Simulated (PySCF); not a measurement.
# Radial density of Pt³³⁺ (platinum, charge +33)

B2PLYP, [Kr] 4d9, 2D determinant. Calculation: PySCF 2.14, in an even-tempered Gaussian basis (18 s from 2.8 bohr⁻², ratio 2.5; 12 p from 3.6 bohr⁻², ratio 2.5; 9 d from 3.6 bohr⁻², ratio 2.5; 4 f from 20 bohr⁻², ratio 2.7; 3 g from 30 bohr⁻², ratio 2.7); the non-relativistic Hamiltonian (point nucleus).

```tsv
r (bohr)	4πr²ρ (e/bohr)	4πr²(ρα − ρβ)
0.000317	0.4103	0.0000
0.000534	1.122	0.0000
0.000898	3.000	0.0000
0.00151	7.714	0.0000
0.00254	18.59	-0.0001
0.00427	40.17	-0.0001
0.00719	72.49	-0.0002
0.0121	98.38	0.0000
0.0203	95.12	0.0044
0.0342	102.6	0.0536
0.0575	140.9	0.3855
0.0968	116.5	1.1727
0.163	125.2	0.4299
0.274	53.33	1.2811
0.461	50.19	2.7331
0.775	2.432	0.1398
1.30	0.003749	0.0002
```

A non-relativistic calculation at this Z misses sizeable relativistic shifts. Spin-orbit coupling, absent here, splits the open shell strongly.
